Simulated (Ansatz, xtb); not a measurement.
# C4H5NO2: which of two isomers lies lower

We compare X, `[H]/N=C1\COCC1=O`, a singlet, with Y, `NC1=COCC1=O`, a singlet. Both are isolated molecules in the gas phase, relaxed with PBE-D3(BJ)/def2-SVP; the shapes shown needn't be the lowest conformers.

X (Å):

```xyz
12

C    -0.1450    1.5289    2.2247
C    -0.2429    1.1676    0.7558
C    -0.1789   -0.8657    1.8652
C    -0.0755    0.1908    2.9650
N    -0.0911    2.6490    2.8387
O    -0.6505   -0.1973    0.7052
O     0.0602    0.0183    4.1566
H    -0.1282    3.4340    2.1594
H    -0.9866    1.7829    0.2081
H     0.7537    1.3201    0.2641
H     0.8332   -1.3249    1.7143
H    -0.8793   -1.6806    2.1399
```

Y (Å):

```json
{"atom": "C", "x (Å)": "-0.0352", "y (Å)": "1.3472", "z (Å)": "1.8291"}
{"atom": "C", "x (Å)": "-0.0442", "y (Å)": "0.9197", "z (Å)": "0.5253"}
{"atom": "C", "x (Å)": "-0.1960", "y (Å)": "-1.0184", "z (Å)": "1.6643"}
{"atom": "C", "x (Å)": "-0.1547", "y (Å)": "0.1420", "z (Å)": "2.6618"}
{"atom": "N", "x (Å)": "0.1058", "y (Å)": "2.5929", "z (Å)": "2.4141"}
{"atom": "O", "x (Å)": "-0.1449", "y (Å)": "-0.4341", "z (Å)": "0.3579"}
{"atom": "O", "x (Å)": "-0.2199", "y (Å)": "0.0904", "z (Å)": "3.8871"}
{"atom": "H", "x (Å)": "-0.3202", "y (Å)": "3.3813", "z (Å)": "1.9244"}
{"atom": "H", "x (Å)": "-0.1554", "y (Å)": "2.5591", "z (Å)": "3.4059"}
{"atom": "H", "x (Å)": "0.0103", "y (Å)": "1.4913", "z (Å)": "-0.4111"}
{"atom": "H", "x (Å)": "-1.1266", "y (Å)": "-1.6148", "z (Å)": "1.7640"}
{"atom": "H", "x (Å)": "0.6729", "y (Å)": "-1.6973", "z (Å)": "1.7958"}
```

Quicker runs give these differences E(Y) − E(X): GFN2-xTB −0.741 eV; HF/STO-3G +0.048 eV (at GFN2-xTB geometries); r2SCAN-D4/def2-SVP −0.853 eV (at GFN2-xTB geometries).

Estimate which is lower in electronic energy at CCSD(T)/def2-SVP + ΔMP2/def2-TZVPP, and by roughly how much.

The CCSD(T)/def2-SVP + ΔMP2/def2-TZVPP calculation puts structure Y lower, by 0.529 eV.

The same difference at several levels:

| level | geometry | E(Y) − E(X) (eV) | departure from the last row (eV) | job, with rough time for the two |
| --- | --- | --- | --- | --- |
| GFN2-xTB | GFN2-xTB | −0.741 | −0.212 | optimisation, 0.14 s |
| HF/STO-3G | GFN2-xTB | +0.048 | +0.577 | single point, 0.52 s |
| r2SCAN-D4/def2-SVP | GFN2-xTB | −0.853 | −0.323 | single point, 6 s |
| PBE-D3(BJ)/def2-SVP | PBE-D3(BJ)/def2-SVP | −0.826 | −0.296 | optimisation, 41 s |
| HF/def2-SVP | PBE-D3(BJ)/def2-SVP | −0.444 | +0.086 | part of the CCSD(T) run |
| MP2/def2-SVP | PBE-D3(BJ)/def2-SVP | −0.569 | −0.039 | part of the CCSD(T) run |
| CCSD(T)/def2-SVP | PBE-D3(BJ)/def2-SVP | −0.455 | +0.074 | single point |
| CCSD(T)/def2-SVP + ΔMP2/def2-TZVPP | PBE-D3(BJ)/def2-SVP | −0.529 |  | single point, 1.7 min |

As drawn, Y has 1 C–N, 1 C=C, 1 N–H in place of 1 C=N, 1 C–C, 1 C–H.

HF/STO-3G puts the two in the other order. The largest departure from CCSD(T)/def2-SVP + ΔMP2/def2-TZVPP is that of HF/STO-3G, 0.577 eV. The last row adds to CCSD(T) the change of the MP2 difference between the two basis sets, here −0.074 eV.

With thermal terms from frequencies at re-optimised GFN2-xTB minima (ideal gas, soft modes damped towards free rotors, one conformer each, 298.15 K, 1 atm): the zero-point term adds +0.023 eV; ΔH is −0.509 and ΔG −0.483 eV.

The correlated steps freeze 7 core orbitals. Programs: Ansatz 0.2.0, xtb 6.7.1; the last row on 2 threads of Arm Neoverse V1 on a shared host.
